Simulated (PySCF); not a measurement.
CH2Cl3FSi.

```xyz
8

F      2.4294    -0.9746     0.0000
C      1.1396    -1.4695     0.0000
Si    -0.1060    -0.0533     0.0000
Cl     0.1351     1.1113     1.6749
Cl     0.1351     1.1113    -1.6749
Cl    -1.9865    -0.8970     0.0000
H      0.9809    -2.1002     0.8934
H      0.9809    -2.1002    -0.8934
```

Geometry optimised at B3LYP-D3(BJ)/def2-SVP. Other conformers were not sampled.

All values below come from B3LYP/pcSseg-1 in PySCF. Non-relativistic, no solvent.

### Question
Give the absolute GIAO shielding of each atom: isotropic value and principal components (ppm). (The exact figures need the calculation; the answer reports its results.)

### Answer

| atom | σ(iso) | σ11 | σ22 | σ33 | span |
|---|---|---|---|---|---|
| F1 | 455.7 | 428.3 | 466.1 | 472.6 | 44.4 |
| C2 | 95.6 | 60.0 | 74.5 | 152.2 | 92.2 |
| Si3 | 305.5 | 284.4 | 298.0 | 333.9 | 49.5 |
| Cl4 | 802.0 | 665.2 | 762.3 | 978.5 | 313.3 |
| Cl5 | 802.0 | 665.2 | 762.3 | 978.5 | 313.3 |
| Cl6 | 811.2 | 680.9 | 775.2 | 977.6 | 296.7 |
| H7 | 26.9 | 23.0 | 27.9 | 29.8 | 6.8 |
| H8 | 26.9 | 23.0 | 27.9 | 29.8 | 6.8 |
